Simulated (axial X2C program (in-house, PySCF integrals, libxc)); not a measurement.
# GeSe: computed against measured constants

Computed with an in-house relativistic program for diatomic molecules. Spin-free means the one-electron spin-free X2C Hamiltonian; two-component (2c) means X2C with spin–orbit coupling and atomic mean-field two-electron Coulomb and Gaunt terms, so the difference of the two also holds small scalar two-electron terms. Basis: Se dyall-cv3z [8s9p6d4f1g], Ge dyall-cv3z [9s9p7d4f1g] (cores contracted in-house); Gaussian nuclei, density fitting, unrestricted open shells. Masses: Se 79.917 u, Ge 73.921 u.

```json
{"Hamiltonian": "spin-free", "level": "PBE0", "Re (Å)": "2.132", "ωe (cm⁻¹)": "412.9", "ωexe (cm⁻¹)": "0.749", "De (eV)": "5.06"}
{"Hamiltonian": "spin-free", "level": "HF", "Re (Å)": "2.116", "ωe (cm⁻¹)": "439.8", "ωexe (cm⁻¹)": "0.715", "De (eV)": "2.72"}
{"Hamiltonian": "spin-free", "level": "MP2", "Re (Å)": "2.153", "ωe (cm⁻¹)": "404.3", "ωexe (cm⁻¹)": "0.715", "De (eV)": "5.04"}
{"Hamiltonian": "spin-free", "level": "CCSD", "Re (Å)": "2.143", "ωe (cm⁻¹)": "414.1", "ωexe (cm⁻¹)": "0.738", "De (eV)": "4.62"}
{"Hamiltonian": "spin-free", "level": "CCSD(T)", "Re (Å)": "2.159", "ωe (cm⁻¹)": "396.6", "ωexe (cm⁻¹)": "0.829", "De (eV)": "4.91"}
{"Hamiltonian": "spin-free", "level": "M06", "Re (Å)": "2.142", "ωe (cm⁻¹)": "406.5", "ωexe (cm⁻¹)": "0.761", "De (eV)": "5.16"}
{"Hamiltonian": "2c", "level": "PBE0", "Re (Å)": "2.134", "ωe (cm⁻¹)": "412.0", "ωexe (cm⁻¹)": "0.752", "De (eV)": "n/a"}
{"Hamiltonian": "2c", "level": "HF", "Re (Å)": "2.117", "ωe (cm⁻¹)": "438.6", "ωexe (cm⁻¹)": "0.723", "De (eV)": "n/a"}
{"Hamiltonian": "2c", "level": "MP2", "Re (Å)": "2.154", "ωe (cm⁻¹)": "404.0", "ωexe (cm⁻¹)": "0.708", "De (eV)": "n/a"}
{"Hamiltonian": "2c", "level": "CCSD", "Re (Å)": "2.145", "ωe (cm⁻¹)": "413.1", "ωexe (cm⁻¹)": "0.745", "De (eV)": "n/a"}
{"Hamiltonian": "2c", "level": "CCSD(T)", "Re (Å)": "2.160", "ωe (cm⁻¹)": "395.9", "ωexe (cm⁻¹)": "0.828", "De (eV)": "n/a"}
{"Hamiltonian": "2c", "level": "M06", "Re (Å)": "2.143", "ωe (cm⁻¹)": "405.5", "ωexe (cm⁻¹)": "0.765", "De (eV)": "n/a"}
```

De refers to Se + Ge.

Correlated methods: 10 electrons correlated (number of frozen shells: Se 3 s, 2 p, 1 d; Ge 3 s, 2 p, 1 d), 250 virtual spin orbitals or spinors in MP2, 90 natural virtuals in coupled cluster.

Measured (Huber and Herzberg, Constants of Diatomic Molecules, 1979; state 1Σ+): Re (Å) 2.13463, ωe (cm⁻¹) 408.7, ωexe (cm⁻¹) 1.36.

Work out the error of each level, computed minus measured.



| Hamiltonian | level | Re (Å) | ωe (cm⁻¹) | ωexe (cm⁻¹) |
| --- | --- | --- | --- | --- |
| spin-free | PBE0 | -0.003 | 4.2 | -0.61 |
| spin-free | HF | -0.019 | 31.1 | -0.65 |
| spin-free | MP2 | 0.018 | -4.4 | -0.65 |
| spin-free | CCSD | 0.008 | 5.4 | -0.62 |
| spin-free | CCSD(T) | 0.024 | -12.1 | -0.53 |
| spin-free | M06 | 0.007 | -2.2 | -0.60 |
| 2c | PBE0 | -0.001 | 3.3 | -0.61 |
| 2c | HF | -0.018 | 29.9 | -0.64 |
| 2c | MP2 | 0.019 | -4.7 | -0.65 |
| 2c | CCSD | 0.010 | 4.4 | -0.62 |
| 2c | CCSD(T) | 0.025 | -12.8 | -0.53 |
| 2c | M06 | 0.008 | -3.2 | -0.60 |

One determinant describes the state; a PBE0 search over occupations chose it and may have missed a lower one. The closed shell is kept restricted, so the energy runs too high when the bond is stretched far. De is counted from the lowest determinant-based energies of the atoms at the same level, without counterpoise correction. De is not given where an atomic determinant may have missed its ground term or J level, or where the truncated virtual space spoils (T). Coupled cluster ran in a truncated set of natural virtual spinors; the MP2 energy of the rest was added. (T) has no such correction and the atoms are truncated less, which lowers De at CCSD(T) by a hundredth of an eV or more. Without a current term, density functionals place determinants with orbital angular momentum somewhat too high. The T1 diagnostic is large, a sign of multireference character. With the outer-core shells frozen, correlated bond lengths of heavy atoms tend to come out a few hundredths of an ångström too long.
